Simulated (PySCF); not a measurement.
**Radial density of Zr⁺ (zirconium, charge +1)**

B3LYP, [Kr] 4d2 5s1, high-spin 4F determinant. All numbers are calculated (PySCF 2.14, scalar relativity through the core potential, in def2-TZVP with the def2 core potential (28 electrons)). This is the valence pseudo-density: the core potential removes the inner electrons and smooths the orbitals near the nucleus.

```csv
r (bohr),4πr²ρ (e/bohr),4πr²(ρα − ρβ)
0.0483,1.441e-05,0.0000
0.0812,5.545e-05,0.0000
0.137,0.0003022,0.0000
0.230,0.003030,0.0003
0.386,0.07511,0.0077
0.650,2.012,0.1399
1.09,8.618,0.7338
1.84,3.925,1.0738
3.09,0.8264,0.7321
5.20,0.1163,0.1161
8.75,0.0005991,0.0006
```

Energies and moments cover only the electrons outside the core potential.
